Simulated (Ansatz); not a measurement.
Basis-set series for `CO[Si](N)(O)F`. Total charge 0; spin multiplicity 1. Geometry: relaxed with PBE0-D4/def2-TZVP. It is one conformer, not always the lowest.

```json
{"functional": "PBE0-D4", "basis": "def2-SVP", "functions": "118", "energy (Eh)": "-635.59487", "HOMO (eV)": "-7.70", "LUMO (eV)": "1.39"}
{"functional": "PBE0-D4", "basis": "def2-TZVPP", "functions": "281", "energy (Eh)": "-636.14239", "HOMO (eV)": "-7.97", "LUMO (eV)": "0.71"}
{"functional": "ωB97M-V", "basis": "def2-SVP", "functions": "118", "energy (Eh)": "-635.94342", "HOMO (eV)": "-10.12", "LUMO (eV)": "3.03"}
{"functional": "ωB97M-V", "basis": "def2-TZVPP", "functions": "281", "energy (Eh)": "-636.50166", "HOMO (eV)": "-10.40", "LUMO (eV)": "2.15"}
```

Task: Give the rows for def2-QZVPP. (An estimate is asked.)

Result: The calculation gave: 
```csv
functional,basis,functions,energy (Eh),HOMO (eV),LUMO (eV)
PBE0-D4,def2-QZVPP,535,-636.17352,-8.03,0.31
ωB97M-V,def2-QZVPP,535,-636.53102,-10.46,1.53
```

Positive LUMOs are unbound and depend on the basis.

Computed with Ansatz.
